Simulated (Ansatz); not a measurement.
C2H5AlBrCl, singlet, geometry from GFN2-xTB (such geometries of metal compounds can be far from the true shape), atoms displaced at random by about 0.03 Å a coordinate; Ansatz (a program for electronic structure) with B3LYP/STO-3G, gradient.

The Ansatz input:
Ansatz 0.2 input:
```yaml
crystal:
  periodic: [false, false, false]
  atoms:
    - {symbol: Al, position_ang: [-0.22260500, -0.32195836, -0.22139421]}
    - {symbol: Cl, position_ang: [-0.55006661, -1.95556814, 1.02429385]}
    - {symbol: Br, position_ang: [0.98124735, 1.43550772, 0.66567797]}
    - {symbol: C, position_ang: [-0.88888857, -0.07952885, -2.03564141]}
    - {symbol: C, position_ang: [-1.61286445, -1.29905672, -2.53775041]}
    - {symbol: H, position_ang: [0.00867270, 0.10605658, -2.74321621]}
    - {symbol: H, position_ang: [-1.49010791, 0.86139858, -2.12197766]}
    - {symbol: H, position_ang: [-2.54977316, -1.41316487, -1.91896342]}
    - {symbol: H, position_ang: [-1.02297284, -2.21670421, -2.56299702]}
    - {symbol: H, position_ang: [-1.97090738, -1.17843853, -3.56414236]}
basis:
  gaussian:
    orbitals: STO-3G
hamiltonian:
  xc: b3lyp
output: {forces: true}
```

**Question.** Predict the main parts of the log of this Ansatz run.

**Answer.** 
```
Functional definition: B3LYP
577 factors; integrals over basis functions are off by at most 8.2e-5 eV
mean field evaluation 1: about -90315.3190 eV, gradient 2.6e1 eV
mean field evaluation 2: about -90315.0001 eV, gradient 2.9e1 eV
mean field evaluation 4: about -90318.3177 eV, gradient 9.7e-1 eV
mean field evaluation 8: about -90318.2792 eV, gradient 1.4e-2 eV
mean field -90318.27923730 eV, -3319.1355420424 hartree, gradient 2.1e-5 eV, S^2 0.000000; 0 other end points of the search recorded, 0 dependent functions left out
the calculation of the forces begins
reference -90318.27944363 eV, -3319.1355496249 hartree; 41, 41 occupied and 10, 10 virtual orbitals, 577 factors
Total energy: -90318.27944363 eV, -3319.1355496249 hartree
Atom 0 at    -0.222605    -0.321958    -0.221394 Å, force     0.943849     2.201201     0.152048 eV/Å
Atom 1 at    -0.550067    -1.955568     1.024294 Å, force    -0.041832    -0.086784    -0.090095 eV/Å
Atom 2 at     0.981247     1.435508     0.665678 Å, force    -0.949391    -1.518487    -0.626646 eV/Å
Atom 3 at    -0.888889    -0.079529    -2.035641 Å, force     2.886337     1.491056    -0.349972 eV/Å
Atom 4 at    -1.612864    -1.299057    -2.537750 Å, force    -2.749224    -0.495366    -0.157457 eV/Å
Atom 5 at     0.008673     0.106057    -2.743216 Å, force    -1.199713    -0.181210     1.308940 eV/Å
Atom 6 at    -1.490108     0.861399    -2.121978 Å, force     0.067920    -0.765418     0.167649 eV/Å
Atom 7 at    -2.549773    -1.413165    -1.918963 Å, force     0.883897    -0.591251    -0.522852 eV/Å
Atom 8 at    -1.022973    -2.216704    -2.562997 Å, force     0.242838    -0.309288     0.549060 eV/Å
Atom 9 at    -1.970907    -1.178439    -3.564142 Å, force    -0.084680     0.255547    -0.430673 eV/Å
Dipole moment:    -0.162934     0.029971    -0.520253 e Å
```
